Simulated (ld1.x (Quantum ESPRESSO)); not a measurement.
P ultrasoft: all-electron and pseudo phase curves

ld1.x (Quantum ESPRESSO) 7.5 input, shortened:

```
&input
   title='P', zed=15., rel=2, dft='PBE', iswitch=3,
   config='[Ne] 3s2 3p2.75', rel_dist='average'
 /
 &inputp
   pseudotype=3, tm=.true., lloc=-1, rcloc=1.15,
   nlcc=.false.,
   which_augfun='PSQ', rmatch_augfun_nc=.true.
 /
4
3S  1  0   2.00   0.00  1.30  1.55  0.0
3S  1  0   0.00  -0.40  1.30  1.55  0.0
3P  2  1   2.75   0.00  1.65  1.95  0.0
3P  2  1   0.00   4.75  1.65  1.95  0.0
 &test
   configts(1)='3s2 3p2.75'
 /
```

Open shells are filled in proportion to 2j + 1 (rel_dist='average').

The phase is arctan(r·u′/u) with u = r·R(r), unwrapped; energies in Ry, scanned from -3 to 5 Ry. A pole is an energy at which the radial function vanishes at the test radius. The pseudo phase is shifted by a multiple of π to meet the all-electron one at the reference energy, and phase errors are pseudo minus all-electron; the curves can meet again beyond the range given. Levels narrower than the energy grid can be missing from the lists of poles.

Problem. For each channel, where are the poles, and over which energies does the pseudopotential scatter like the atom?

Solution.

```json
{"channel": "s", "radius (bohr)": "2.14", "reference energy (Ry)": "-1.19", "poles, all-electron": "0.48", "poles, pseudo": "0.48", "unbroken range about the reference energy with phases within 0.05 rad": "below 4.2", "phase error 1 Ry above the reference energy (rad)": "-0.000"}
{"channel": "p1/2", "radius (bohr)": "2.14", "reference energy (Ry)": "-0.56", "poles, all-electron": "1.51", "poles, pseudo": "1.50", "unbroken range about the reference energy with phases within 0.05 rad": "the whole range", "phase error 1 Ry above the reference energy (rad)": "-0.001"}
{"channel": "p3/2", "radius (bohr)": "2.14", "reference energy (Ry)": "-0.55", "poles, all-electron": "1.53", "poles, pseudo": "1.52", "unbroken range about the reference energy with phases within 0.05 rad": "the whole range", "phase error 1 Ry above the reference energy (rad)": "-0.001"}
```

Phases in the s channel:

```json
{"E (Ry)": "-3.00", "all-electron": "1.126", "pseudo": "1.126"}
{"E (Ry)": "-2.52", "all-electron": "0.993", "pseudo": "0.993"}
{"E (Ry)": "-2.04", "all-electron": "0.694", "pseudo": "0.694"}
{"E (Ry)": "-1.56", "all-electron": "-0.103", "pseudo": "-0.104"}
{"E (Ry)": "-1.08", "all-electron": "-0.977", "pseudo": "-0.977"}
{"E (Ry)": "-0.60", "all-electron": "-1.318", "pseudo": "-1.318"}
{"E (Ry)": "-0.12", "all-electron": "-1.468", "pseudo": "-1.468"}
{"E (Ry)": "0.36", "all-electron": "-1.554", "pseudo": "-1.554"}
{"E (Ry)": "0.84", "all-electron": "-1.614", "pseudo": "-1.614"}
{"E (Ry)": "1.32", "all-electron": "-1.663", "pseudo": "-1.663"}
{"E (Ry)": "1.80", "all-electron": "-1.708", "pseudo": "-1.708"}
{"E (Ry)": "2.28", "all-electron": "-1.754", "pseudo": "-1.756"}
{"E (Ry)": "2.76", "all-electron": "-1.808", "pseudo": "-1.811"}
{"E (Ry)": "3.24", "all-electron": "-1.877", "pseudo": "-1.884"}
{"E (Ry)": "3.72", "all-electron": "-1.978", "pseudo": "-1.995"}
{"E (Ry)": "4.20", "all-electron": "-2.146", "pseudo": "-2.201"}
{"E (Ry)": "4.68", "all-electron": "-2.476", "pseudo": "-2.682"}
```
